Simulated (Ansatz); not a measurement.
Ansatz (a first-principles code) input (PBE/6-31G* with LANL2DZ past Ar): The .json file joins the Basis Set Exchange's 6-31G* for atoms up to Ar and LANL2DZ past it.

Ansatz 0.2 input:
```yaml
crystal:
  periodic: [false, false, false]
  atoms:
    - {symbol: Sn, position_ang: [-0.00320100, 0.00046000, -0.03349700]}
    - {symbol: H, position_ang: [0.08911300, -1.51299300, 0.81594000]}
    - {symbol: H, position_ang: [0.07092400, 1.49001000, 0.85888700]}
basis:
  gaussian:
    orbitals: 6-31Gs+LANL2DZ.json
hamiltonian:
  xc: {name: PBE}
total_charge: 1
magnetization: {spin_polarized: true, initial_magnetization: 1}
relax: {f_tol: 0.003, max_steps: 120}
```

Output:

```
Functional definition: PBE
integrals: 0.00 GiB planned
207 factors; integrals over basis functions are off by at most 1.6e-4 eV
mean field: 0.05 GiB planned
mean field evaluation 1: about -113.5459 eV, gradient 8.3e0 eV
mean field evaluation 2: about -113.7827 eV, gradient 6.2e0 eV
mean field evaluation 4: about -114.2456 eV, gradient 2.4e-2 eV
mean field evaluation 8: about -114.2388 eV, gradient 2.8e-4 eV
mean field -114.23880670 eV, -4.1981987123 hartree, gradient 1.9e-5 eV, S^2 0.751129; 0 other end points of the search recorded, 0 dependent functions left out
the calculation of the forces begins
reference -114.23883848 eV, -4.1981998804 hartree; 3, 2 occupied and 9, 10 virtual orbitals, 207 factors
relax step   1: F+E_penalty+E_count = -114.23880670 eV  Δ(F+E_penalty+E_count) = +0.000e0 eV  max|allowed force component| = 2.585e-1 eV/Å  Δτ_max = 0.0000 Å  (21 SCF iters, accepted)
these checks for a lower state are left out or cut short: starts, cluster_reference, orbital_swaps, neighbouring_geometries, increment
integrals: 0.00 GiB planned
207 factors; integrals over basis functions are off by at most 1.6e-4 eV
mean field: 0.05 GiB planned
mean field evaluation 16: about -114.2416 eV, gradient 2.2e-5 eV
mean field -114.24164446 eV, -4.1983029980 hartree, gradient 1.5e-5 eV, S^2 0.751353; 0 other end points of the search recorded, 0 dependent functions left out
the calculation of the forces begins
reference -114.24167603 eV, -4.1983041583 hartree; 3, 2 occupied and 9, 10 virtual orbitals, 207 factors
relax step   2: F+E_penalty+E_count = -114.24164446 eV  Δ(F+E_penalty+E_count) = -2.838e-3 eV  max|allowed force component| = 1.424e-1 eV/Å  Δτ_max = 0.0380 Å  (24 SCF iters, accepted)
these checks for a lower state are left out or cut short: starts, cluster_reference, orbital_swaps, neighbouring_geometries, increment
integrals: 0.00 GiB planned
207 factors; integrals over basis functions are off by at most 1.6e-4 eV
mean field: 0.05 GiB planned
mean field -114.24320833 eV, -4.1983604694 hartree, gradient 1.3e-5 eV, S^2 0.751285; 0 other end points of the search recorded, 0 dependent functions left out
the calculation of the forces begins
reference -114.24324000 eV, -4.1983616330 hartree; 3, 2 occupied and 9, 10 virtual orbitals, 207 factors
relax step   3: F+E_penalty+E_count = -114.24320833 eV  Δ(F+E_penalty+E_count) = -1.564e-3 eV  max|allowed force component| = 4.784e-3 eV/Å  Δτ_max = 0.0185 Å  (24 SCF iters, accepted)
these checks for a lower state are left out or cut short: starts, cluster_reference, orbital_swaps, neighbouring_geometries, increment
integrals: 0.00 GiB planned
207 factors; integrals over basis functions are off by at most 1.6e-4 eV
mean field: 0.05 GiB planned
mean field evaluation 32: about -114.2432 eV, gradient 1.8e-5 eV
mean field -114.24321835 eV, -4.1983608374 hartree, gradient 1.8e-5 eV, S^2 0.751283; 0 other end points of the search recorded, 0 dependent functions left out
the calculation of the forces begins
reference -114.24325000 eV, -4.1983620008 hartree; 3, 2 occupied and 9, 10 virtual orbitals, 207 factors
relax step   4: F+E_penalty+E_count = -114.24321835 eV  Δ(F+E_penalty+E_count) = -1.001e-5 eV  max|allowed force component| = 3.220e-4 eV/Å  Δτ_max = 0.0016 Å  (16 SCF iters, accepted)
integrals: 0.00 GiB planned
207 factors; integrals over basis functions are off by at most 1.6e-4 eV
mean field: 0.05 GiB planned
mean field -114.24321835 eV, -4.1983608374 hartree, gradient 1.8e-5 eV, S^2 0.751283; 1 other end points of the search recorded, 0 dependent functions left out
the calculation of the forces begins
reference -114.24325000 eV, -4.1983620008 hartree; 3, 2 occupied and 9, 10 virtual orbitals, 207 factors
Total energy: -114.24325000 eV, -4.1983620008 hartree
Atom 0 at    -0.005167     0.000742    -0.054073 Å, force    -0.000031     0.000004    -0.000322 eV/Å
Atom 1 at     0.090113    -1.515877     0.826189 Å, force     0.000017    -0.000226     0.000158 eV/Å
Atom 2 at     0.071890     1.492612     0.869214 Å, force     0.000014     0.000221     0.000164 eV/Å
Dipole moment:    -0.000442     0.000064    -0.004628 e Å
```

The dipole moment of an ion depends on the origin.

The geometry given is a B3LYP-D3(BJ)/def2-TZVP minimum.
